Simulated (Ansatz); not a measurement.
Species: sum formula H₃BO₂Cl (charge +1, singlet). It need not be the lowest isomer of its formula. SMILES: OB([OH2+])Cl
Geometry from a B3LYP-D3(BJ)/def2-TZVP (Ansatz, an electronic-structure program) optimisation:
```
B
O 1 1.3073
H 2 0.9639 1 127.71
O 1 1.5083 2 119.19 3 0.00
H 4 0.9740 1 126.16 2 0.00
H 4 0.9757 5 114.05 1 -180.00
Cl 1 1.7084 2 128.45 3 180.00
```
Charge +1, spin multiplicity 1.

Parts of the frozen-core correlation energy in cc-pV(Q+d)Z (Ansatz, hartree). Frozen orbitals: 8; correlated occupied orbitals by spin: 12 and 12; virtual: 299 and 299. Spin-orbit coupling is left out. No relativistic terms.

| term | value |
|---|---|
| reference (HF) | -635.62117 |
| MP2 opposite-spin | … |
| MP2 same-spin | … |
| CCSD correlation | … |
| (T) | -0.03357 |
| T1 diagnostic | 0.011 |
| largest doubles amplitude | 0.032 |

Problem. Fill in the missing entries.

Solution. 
- MP2 opposite-spin, value: -0.62240
- MP2 same-spin, value: -0.20113
- CCSD correlation, value: -0.84120
